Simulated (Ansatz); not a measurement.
Ansatz (an electronic-structure program) input (B3LYP/6-31G*):

Ansatz 0.2 input:
```yaml
crystal:
  periodic: [false, false, false]
  atoms:
    - {symbol: Si, position_ang: [-1.11849189, -0.08861419, 0.26294164]}
    - {symbol: P, position_ang: [1.08142561, 0.10834948, -0.26201072]}
    - {symbol: H, position_ang: [-1.91806131, 0.19347276, -0.96869564]}
    - {symbol: H, position_ang: [-1.45216184, 0.96279837, 1.27240223]}
    - {symbol: H, position_ang: [1.20199387, -1.10379713, -0.99840601]}
    - {symbol: H, position_ang: [1.60573150, -0.43711748, 0.94367717]}
basis:
  gaussian:
    orbitals: 6-31G*
hamiltonian:
  xc: {name: B3LYP}
magnetization: {spin_polarized: true, initial_magnetization: 1}
phonons: {temperatures: {t_min: 298.15, t_max: 298.15, t_step: 100}}
```

Output:

```
Functional definition: B3LYP
integrals: 0.01 GiB planned
483 factors; integrals over basis functions are off by at most 4.6e-4 eV
mean field: 0.16 GiB planned
mean field evaluation 1: about -17229.7526 eV, gradient 7.4e0 eV
mean field evaluation 2: about -17230.0290 eV, gradient 5.3e0 eV
mean field evaluation 4: about -17230.2260 eV, gradient 3.6e-1 eV
mean field evaluation 8: about -17230.2328 eV, gradient 5.9e-3 eV
mean field evaluation 16: about -17230.2328 eV, gradient 1.5e-5 eV
mean field -17230.23280373 eV, -633.1993764660 hartree, gradient 1.5e-5 eV, S^2 0.752393; 0 other end points of the search recorded, 0 dependent functions left out
the calculation of the forces begins
reference -17230.23301916 eV, -633.1993843828 hartree; 17, 16 occupied and 29, 30 virtual orbitals, 483 factors
these checks for a lower state are left out or cut short: stability, starts, cluster_reference, orbital_swaps, neighbouring_geometries, increment
integrals: 0.01 GiB planned
483 factors; integrals over basis functions are off by at most 4.6e-4 eV
mean field: 0.16 GiB planned
mean field -17230.23276770 eV, -633.1993751418 hartree, gradient 2.1e-6 eV, S^2 0.752391; 0 other end points of the search recorded, 0 dependent functions left out
the calculation of the forces begins
reference -17230.23298314 eV, -633.1993830591 hartree; 17, 16 occupied and 29, 30 virtual orbitals, 483 factors
these checks for a lower state are left out or cut short: stability, starts, cluster_reference, orbital_swaps, neighbouring_geometries, increment
integrals: 0.01 GiB planned
483 factors; integrals over basis functions are off by at most 4.6e-4 eV
mean field: 0.16 GiB planned
mean field -17230.23276666 eV, -633.1993751035 hartree, gradient 2.7e-6 eV, S^2 0.752395; 0 other end points of the search recorded, 0 dependent functions left out
the calculation of the forces begins
reference -17230.23298208 eV, -633.1993830200 hartree; 17, 16 occupied and 29, 30 virtual orbitals, 483 factors
these checks for a lower state are left out or cut short: stability, starts, cluster_reference, orbital_swaps, neighbouring_geometries, increment
integrals: 0.01 GiB planned
483 factors; integrals over basis functions are off by at most 4.6e-4 eV
mean field: 0.16 GiB planned
mean field evaluation 32: about -17230.2327 eV, gradient 4.7e-2 eV
mean field -17230.23273115 eV, -633.1993737985 hartree, gradient 1.4e-6 eV, S^2 0.752393; 0 other end points of the search recorded, 0 dependent functions left out
the calculation of the forces begins
reference -17230.23294658 eV, -633.1993817156 hartree; 17, 16 occupied and 29, 30 virtual orbitals, 483 factors
these checks for a lower state are left out or cut short: stability, starts, cluster_reference, orbital_swaps, neighbouring_geometries, increment
integrals: 0.01 GiB planned
483 factors; integrals over basis functions are off by at most 4.6e-4 eV
mean field: 0.16 GiB planned
mean field -17230.23273689 eV, -633.1993740096 hartree, gradient 2.9e-6 eV, S^2 0.752393; 0 other end points of the search recorded, 0 dependent functions left out
the calculation of the forces begins
reference -17230.23295231 eV, -633.1993819262 hartree; 17, 16 occupied and 29, 30 virtual orbitals, 483 factors
these checks for a lower state are left out or cut short: stability, starts, cluster_reference, orbital_swaps, neighbouring_geometries, increment
integrals: 0.01 GiB planned
483 factors; integrals over basis functions are off by at most 4.6e-4 eV
mean field: 0.16 GiB planned
mean field -17230.23273348 eV, -633.1993738842 hartree, gradient 2.7e-6 eV, S^2 0.752386; 0 other end points of the search recorded, 0 dependent functions left out
the calculation of the forces begins
reference -17230.23294893 eV, -633.1993818018 hartree; 17, 16 occupied and 29, 30 virtual orbitals, 483 factors
these checks for a lower state are left out or cut short: stability, starts, cluster_reference, orbital_swaps, neighbouring_geometries, increment
integrals: 0.01 GiB planned
483 factors; integrals over basis functions are off by at most 4.6e-4 eV
mean field: 0.16 GiB planned
mean field -17230.23274146 eV, -633.1993741774 hartree, gradient 2.5e-6 eV, S^2 0.752400; 0 other end points of the search recorded, 0 dependent functions left out
the calculation of the forces begins
reference -17230.23295687 eV, -633.1993820935 hartree; 17, 16 occupied and 29, 30 virtual orbitals, 483 factors
these checks for a lower state are left out or cut short: stability, starts, cluster_reference, orbital_swaps, neighbouring_geometries, increment
integrals: 0.01 GiB planned
483 factors; integrals over basis functions are off by at most 4.6e-4 eV
mean field: 0.16 GiB planned
mean field -17230.23274179 eV, -633.1993741896 hartree, gradient 1.1e-6 eV, S^2 0.752391; 0 other end points of the search recorded, 0 dependent functions left out
[...]
mean field: 0.16 GiB planned
mean field evaluation 64: about -17230.2327 eV, gradient 5.1e-2 eV
mean field -17230.23274022 eV, -633.1993741320 hartree, gradient 1.1e-6 eV, S^2 0.752395; 0 other end points of the search recorded, 0 dependent functions left out
the calculation of the forces begins
reference -17230.23295565 eV, -633.1993820486 hartree; 17, 16 occupied and 29, 30 virtual orbitals, 483 factors
these checks for a lower state are left out or cut short: stability, starts, cluster_reference, orbital_swaps, neighbouring_geometries, increment
integrals: 0.01 GiB planned
483 factors; integrals over basis functions are off by at most 4.6e-4 eV
mean field: 0.16 GiB planned
mean field -17230.23278574 eV, -633.1993758047 hartree, gradient 1.5e-6 eV, S^2 0.752392; 0 other end points of the search recorded, 0 dependent functions left out
the calculation of the forces begins
reference -17230.23300114 eV, -633.1993837205 hartree; 17, 16 occupied and 29, 30 virtual orbitals, 483 factors
these checks for a lower state are left out or cut short: stability, starts, cluster_reference, orbital_swaps, neighbouring_geometries, increment
integrals: 0.01 GiB planned
483 factors; integrals over basis functions are off by at most 4.6e-4 eV
mean field: 0.16 GiB planned
mean field -17230.23278318 eV, -633.1993757105 hartree, gradient 1.7e-6 eV, S^2 0.752394; 0 other end points of the search recorded, 0 dependent functions left out
the calculation of the forces begins
reference -17230.23299863 eV, -633.1993836284 hartree; 17, 16 occupied and 29, 30 virtual orbitals, 483 factors
these checks for a lower state are left out or cut short: stability, starts, cluster_reference, orbital_swaps, neighbouring_geometries, increment
integrals: 0.01 GiB planned
483 factors; integrals over basis functions are off by at most 4.6e-4 eV
mean field: 0.16 GiB planned
mean field -17230.23279812 eV, -633.1993762596 hartree, gradient 1.3e-6 eV, S^2 0.752395; 0 other end points of the search recorded, 0 dependent functions left out
the calculation of the forces begins
reference -17230.23301355 eV, -633.1993841765 hartree; 17, 16 occupied and 29, 30 virtual orbitals, 483 factors
these checks for a lower state are left out or cut short: stability, starts, cluster_reference, orbital_swaps, neighbouring_geometries, increment
integrals: 0.01 GiB planned
483 factors; integrals over basis functions are off by at most 4.6e-4 eV
mean field: 0.16 GiB planned
mean field -17230.23279923 eV, -633.1993763003 hartree, gradient 1.4e-6 eV, S^2 0.752391; 0 other end points of the search recorded, 0 dependent functions left out
the calculation of the forces begins
reference -17230.23301465 eV, -633.1993842170 hartree; 17, 16 occupied and 29, 30 virtual orbitals, 483 factors
these checks for a lower state are left out or cut short: stability, starts, cluster_reference, orbital_swaps, neighbouring_geometries, increment
integrals: 0.01 GiB planned
483 factors; integrals over basis functions are off by at most 4.6e-4 eV
mean field: 0.16 GiB planned
mean field evaluation 96: about -17230.2328 eV, gradient 5.4e-5 eV
mean field -17230.23276453 eV, -633.1993750251 hartree, gradient 2.3e-6 eV, S^2 0.752393; 0 other end points of the search recorded, 0 dependent functions left out
the calculation of the forces begins
reference -17230.23297995 eV, -633.1993829419 hartree; 17, 16 occupied and 29, 30 virtual orbitals, 483 factors
these checks for a lower state are left out or cut short: stability, starts, cluster_reference, orbital_swaps, neighbouring_geometries, increment
integrals: 0.01 GiB planned
483 factors; integrals over basis functions are off by at most 4.6e-4 eV
mean field: 0.16 GiB planned
mean field -17230.23276585 eV, -633.1993750736 hartree, gradient 2.3e-6 eV, S^2 0.752393; 0 other end points of the search recorded, 0 dependent functions left out
the calculation of the forces begins
reference -17230.23298127 eV, -633.1993829904 hartree; 17, 16 occupied and 29, 30 virtual orbitals, 483 factors
these checks for a lower state are left out or cut short: stability, starts, cluster_reference, orbital_swaps, neighbouring_geometries, increment
integrals: 0.01 GiB planned
483 factors; integrals over basis functions are off by at most 4.6e-4 eV
mean field: 0.16 GiB planned
mean field -17230.23279725 eV, -633.1993762276 hartree, gradient 1.5e-6 eV, S^2 0.752395; 0 other end points of the search recorded, 0 dependent functions left out
the calculation of the forces begins
reference -17230.23301269 eV, -633.1993841451 hartree; 17, 16 occupied and 29, 30 virtual orbitals, 483 factors
these checks for a lower state are left out or cut short: stability, starts, cluster_reference, orbital_swaps, neighbouring_geometries, increment
integrals: 0.01 GiB planned
483 factors; integrals over basis functions are off by at most 4.6e-4 eV
mean field: 0.16 GiB planned
mean field -17230.23279698 eV, -633.1993762178 hartree, gradient 1.2e-6 eV, S^2 0.752391; 0 other end points of the search recorded, 0 dependent functions left out
the calculation of the forces begins
reference -17230.23301239 eV, -633.1993841340 hartree; 17, 16 occupied and 29, 30 virtual orbitals, 483 factors
these checks for a lower state are left out or cut short: stability, starts, cluster_reference, orbital_swaps, neighbouring_geometries, increment
integrals: 0.01 GiB planned
483 factors; integrals over basis functions are off by at most 4.6e-4 eV
mean field: 0.16 GiB planned
mean field -17230.23275765 eV, -633.1993747725 hartree, gradient 2.3e-6 eV, S^2 0.752395; 0 other end points of the search recorded, 0 dependent functions left out
the calculation of the forces begins
reference -17230.23297306 eV, -633.1993826886 hartree; 17, 16 occupied and 29, 30 virtual orbitals, 483 factors
these checks for a lower state are left out or cut short: stability, starts, cluster_reference, orbital_swaps, neighbouring_geometries, increment
integrals: 0.01 GiB planned
483 factors; integrals over basis functions are off by at most 4.6e-4 eV
mean field: 0.16 GiB planned
mean field evaluation 128: about -17230.2328 eV, gradient 2.4e-6 eV
mean field -17230.23275387 eV, -633.1993746336 hartree, gradient 2.4e-6 eV, S^2 0.752391; 0 other end points of the search recorded, 0 dependent functions left out
the calculation of the forces begins
reference -17230.23296932 eV, -633.1993825512 hartree; 17, 16 occupied and 29, 30 virtual orbitals, 483 factors
these checks for a lower state are left out or cut short: stability, starts, cluster_reference, orbital_swaps, neighbouring_geometries, increment
integrals: 0.01 GiB planned
483 factors; integrals over basis functions are off by at most 4.6e-4 eV
mean field: 0.16 GiB planned
mean field -17230.23278002 eV, -633.1993755946 hartree, gradient 1.5e-6 eV, S^2 0.752392; 0 other end points of the search recorded, 0 dependent functions left out
the calculation of the forces begins
reference -17230.23299545 eV, -633.1993835114 hartree; 17, 16 occupied and 29, 30 virtual orbitals, 483 factors
these checks for a lower state are left out or cut short: stability, starts, cluster_reference, orbital_swaps, neighbouring_geometries, increment
integrals: 0.01 GiB planned
483 factors; integrals over basis functions are off by at most 4.6e-4 eV
mean field: 0.16 GiB planned
mean field -17230.23278121 eV, -633.1993756381 hartree, gradient 1.4e-6 eV, S^2 0.752395; 0 other end points of the search recorded, 0 dependent functions left out
the calculation of the forces begins
reference -17230.23299663 eV, -633.1993835549 hartree; 17, 16 occupied and 29, 30 virtual orbitals, 483 factors
Total energy: -17230.23301916 eV, -633.1993843828 hartree
Atom 0 at    -1.118492    -0.088614     0.262942 Å, force    -0.001641     0.000291     0.000241 eV/Å
Atom 1 at     1.081426     0.108349    -0.262011 Å, force     0.000451    -0.001567     0.000444 eV/Å
Atom 2 at    -1.918061     0.193473    -0.968696 Å, force     0.000515    -0.000217    -0.000225 eV/Å
Atom 3 at    -1.452162     0.962798     1.272402 Å, force     0.000584    -0.000103     0.000106 eV/Å
Atom 4 at     1.201994    -1.103797    -0.998406 Å, force     0.000056     0.000815    -0.000234 eV/Å
Atom 5 at     1.605732    -0.437117     0.943677 Å, force     0.000035     0.000781    -0.000333 eV/Å
Dipole moment:     0.019966    -0.161453     0.051273 e Å
Vibrations: 181.61 436.74 493.36 521.46 756.56 797.02 918.54 1120.21 2184.31 2214.41 2404.24 2420.30 cm⁻¹, zero-point energy 0.895709 eV
```

The blocks after the first are displaced geometries, from whose forces the wavenumbers follow.
